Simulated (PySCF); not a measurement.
Task: What does the PBE0-D3(BJ)/def2-SVP structure of `CCSCC1CCC1` look like in three dimensions?

Result: 
```xyz
22
C7H14S angstrom
C      3.313   -0.732   -0.226
C      2.861    0.441    0.625
S      1.210    0.256    1.355
C      0.168    0.510   -0.110
C     -1.283    0.291    0.255
C     -2.337    0.308   -0.873
C     -3.063   -0.844   -0.154
C     -1.761   -1.130    0.618
H      2.661   -0.875   -1.101
H      3.301   -1.665    0.357
H      4.337   -0.571   -0.601
H      3.530    0.576    1.489
H      2.888    1.386    0.056
H      0.321    1.532   -0.496
H      0.460   -0.201   -0.902
H     -1.573    0.999    1.050
H     -1.896   -0.025   -1.827
H     -2.886    1.245   -1.053
H     -3.485   -1.650   -0.772
H     -3.855   -0.469    0.512
H     -1.831   -1.393    1.684
H     -1.143   -1.890    0.114
```

Any rigid rotation of these coordinates is as good. Atoms count from 1 in this order. Of the pairs four or more bonds apart, H9···H15 is among the closest relative to their van der Waals radii: 2.31 Å, 96 % of the sum of Bondi's values. The 4-membered ring C5–C6–C7–C8 has internal angles of 88.3° to 88.5°; it is puckered, 0.13 Å rms from its mean plane, widest ring torsion 19°. The 6 C–C bonds span 1.512 Å (C4–C5, drawn single) to 1.544 Å (C5–C6, drawn single), a spread of 0.032 Å.

Bonds between heavy atoms (Å): C1–C2 1.518, C2–S3 1.815, S3–C4 1.815, C4–C5 1.512, C5–C6 1.544, C6–C7 1.540, C7–C8 1.540, C5–C8 1.543.

Level of theory: PySCF, PBE0-D3(BJ)/def2-SVP geometry optimisation, gas phase.

Point group: C1 (no symmetry element, even within 0.4 Å). Not checked by PBE0-D3(BJ)/def2-SVP frequencies. One conformer, not necessarily the lowest (C1–C2–S3–C4 -74°, C2–S3–C4–C5 176°, S3–C4–C5–C6 -174°, C4–C5–C6–C7 141°, C5–C6–C7–C8 -19°, C6–C7–C8–C5 19°, C4–C5–C8–C7 -141°).
